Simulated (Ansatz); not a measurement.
One change: `COCO` becomes `OCOC[SiH3]`.

Ansatz, PBE0-D4/def2-TZVP geometries, multiplicity 1. Each molecule was computed in one conformer, which needn't be the lowest.

| property | `COCO` |
| --- | --- |
| size of the dipole moment (B3LYP/def2-TZVPP) / D | 0.33 |
| HOMO–LUMO gap (PBE0/def2-TZVPP) / eV | 9.13 |
| HOMO–LUMO gap (B3LYP/def2-TZVPP) / eV | 8.50 |
| size of the dipole moment (PBE/def2-TZVPP) / D | 0.36 |
| LUMO energy (ωB97M-V/def2-TZVPP) / eV | 2.67 |
| LUMO energy (PBE/def2-TZVPP) / eV | 0.34 |

(1) Give the same properties after the change, and the shifts. (Estimate.)

Results:

(1) Ansatz gave: 
```csv
property,`OCOC[SiH3]`,shift
size of the dipole moment (B3LYP/def2-TZVPP) / D,0.77,0.44
HOMO–LUMO gap (PBE0/def2-TZVPP) / eV,8.20,-0.93
HOMO–LUMO gap (B3LYP/def2-TZVPP) / eV,7.72,-0.78
size of the dipole moment (PBE/def2-TZVPP) / D,0.89,0.53
LUMO energy (ωB97M-V/def2-TZVPP) / eV,2.23,-0.44
LUMO energy (PBE/def2-TZVPP) / eV,-0.09,-0.43
```

With PBE0 the HOMO rises by 0.42 eV and the LUMO falls by 0.51 eV, so the gap narrows by about 0.93 eV. PBE moves the HOMO by 0.26 eV and ωB97M-V by 0.53 eV. Dipoles are sizes alone; their direction can turn.

B3LYP here is the variant with VWN-RPA as its local correlation; programs differ in this.
